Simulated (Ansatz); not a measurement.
Species: CH$_{3}$Br$_{2}$Si, charge 0, multiplicity 2. It need not be the lowest isomer of its formula. SMILES: C[Si](Br)Br
Geometry: optimised at B3LYP-D3(BJ)/def2-TZVP (Ansatz, an electronic-structure program).

Quantity: atomisation energy (electronic, to ground-state atoms), in eV. Cores are frozen in the correlated levels unless marked. UHF or UKS for open shells. No spin-orbit coupling. The frozen core is the preceding noble-gas configuration, with the filled d and f shells of earlier blocks. Non-relativistic. The coupled-cluster limit lacks core correlation, which all-electron functionals hold. Basis-set limits of correlation are two-point, X^-3; Hartree-Fock from the larger set. [CCSD(T)-MP2]/basis is that difference in the basis named.

```json
[
 {"level": "PBE-D3(BJ)/def2-TZVPD", "program": "Ansatz + dftd3", "atomisation energy (eV)": "23.92"},
 {"level": "BLYP/def2-TZVPD", "program": "Ansatz", "atomisation energy (eV)": "22.72"},
 {"level": "revPBE-D4/def2-TZVPD", "program": "Ansatz + dftd4", "atomisation energy (eV)": "23.40"},
 {"level": "r2SCAN-D3(BJ)/def2-TZVPD", "program": "Ansatz + dftd3", "atomisation energy (eV)": "23.81"}
]
```

Predict the RI-MP2/CBS(def2-TZVPP,def2-QZVPP)+[CCSD(T)-MP2]/def2-TZVPP result (Ansatz).

23.35 eV
